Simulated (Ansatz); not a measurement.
Start from `OB(Cl)Cl` and change one atom or group to get `OB(Cl)C[SiH3]`.

Ansatz, PBE0-D4/def2-TZVP geometries, multiplicity 1. Each molecule was computed in one conformer, which needn't be the lowest.

```json
{"property": "HOMO–LUMO gap (B3LYP/def2-TZVPP) / eV", "`OB(Cl)Cl`": "8.22"}
{"property": "LUMO energy (ωB97M-V/def2-TZVPP) / eV", "`OB(Cl)Cl`": "1.80"}
{"property": "zero-point energy (PBE0-D4/def2-TZVP) / kJ/mol", "`OB(Cl)Cl`": "57.0"}
{"property": "HOMO energy (PBE/def2-TZVPP) / eV", "`OB(Cl)Cl`": "-7.63"}
{"property": "HOMO–LUMO gap (PBE0/def2-TZVPP) / eV", "`OB(Cl)Cl`": "8.71"}
{"property": "LUMO energy (PBE0/def2-TZVPP) / eV", "`OB(Cl)Cl`": "-0.37"}
```

**Question.** Give the same properties after the change, and the shifts. (An estimate is asked.)

**Answer.** Ansatz gave: 
```json
{"property": "HOMO–LUMO gap (B3LYP/def2-TZVPP) / eV", "`OB(Cl)C[SiH3]`": "8.30", "shift": "0.08"}
{"property": "LUMO energy (ωB97M-V/def2-TZVPP) / eV", "`OB(Cl)C[SiH3]`": "1.85", "shift": "0.05"}
{"property": "zero-point energy (PBE0-D4/def2-TZVP) / kJ/mol", "`OB(Cl)C[SiH3]`": "191.6", "shift": "134.6"}
{"property": "HOMO energy (PBE/def2-TZVPP) / eV", "`OB(Cl)C[SiH3]`": "-7.50", "shift": "0.13"}
{"property": "HOMO–LUMO gap (PBE0/def2-TZVPP) / eV", "`OB(Cl)C[SiH3]`": "8.75", "shift": "0.04"}
{"property": "LUMO energy (PBE0/def2-TZVPP) / eV", "`OB(Cl)C[SiH3]`": "-0.14", "shift": "0.23"}
```

The zero-point energy changes by 134.6 kJ/mol with +18 modes.

B3LYP here is the variant with VWN-RPA as its local correlation; programs differ in this.
